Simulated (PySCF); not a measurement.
**Mayer bond orders and bond lengths**

Compound: C₅H₄F₃P.
Atom-mapped SMILES: `[F:1][C:2]([F:3])([F:4])[c:5]1[cH:6][cH:7][cH:8][pH:9]1` (hydrogens: H10 on C6; H11 on C7; H12 on C8; H13 on P9)

Geometry (GFN2-xTB, Å), atoms numbered from 1 in this order:
```xyz
13
C5H4F3P angstrom
F     -1.367   -0.905    2.310
C     -1.618   -0.379    1.096
F     -2.454   -1.227    0.479
F     -2.322    0.749    1.326
C     -0.378   -0.114    0.325
C     -0.029   -0.707   -0.837
C      1.235   -0.253   -1.345
C      1.837    0.670   -0.569
P      0.948    0.940    0.977
H     -0.637   -1.432   -1.353
H      1.631   -0.620   -2.278
H      2.791    1.123   -0.776
H      0.358    2.156    0.627
```

Bond orders from the PBE0/pcSseg-1 density (PySCF). Geometry: GFN2-xTB; no solvent, vibrations or thermal averaging.

Task: Where do the orders between heavy atoms depart from those drawn in the SMILES?

Result: The largest departure is 0.559, at P9–C5 (drawn aromatic, 0.941), counting aromatic bonds as 1.5. The bonds drawn aromatic range from 0.94 to 1.72.

Task: Give the Mayer order of every bond between heavy atoms, beside its length.

Result: 
| bond | drawn as | length (Å) | Mayer order |
| --- | --- | --- | --- |
| F1–C2 | single | 1.346 | 0.998 |
| C2–F3 | single | 1.341 | 1.010 |
| C2–F4 | single | 1.349 | 0.981 |
| C2–C5 | single | 1.484 | 1.017 |
| C5–C6 | aromatic | 1.351 | 1.678 |
| C6–C7 | aromatic | 1.436 | 1.150 |
| C7–C8 | aromatic | 1.348 | 1.721 |
| C8–P9 | aromatic | 1.804 | 1.002 |
| P9–C5 | aromatic | 1.816 | 0.941 |

By pair of heavy elements: C–F: lowest C2–F4 (0.981, 1.349 Å), highest C2–F3 (1.010, 1.341 Å). C–C: lowest C2–C5 (1.017, 1.484 Å), highest C7–C8 (1.721, 1.348 Å). C–P: lowest P9–C5 (0.941, 1.816 Å), highest C8–P9 (1.002, 1.804 Å).

Task: And the bonds to hydrogen?

Result: C–H: 0.96 to 0.98 (3 bonds); H–P: 0.92 (1 bond).

Task: Sum the orders of all bonds at each heavy atom with more than one neighbour and set the sums beside the valence in the SMILES.

Result: C2 4.006 (drawn 4), C5 3.636 (drawn 4), C6 3.809 (drawn 4), C7 3.840 (drawn 4), C8 3.681 (drawn 4), P9 2.860 (drawn 3). Orders between atoms that aren't bonded are not in these sums.

Mayer orders depend on the basis set.
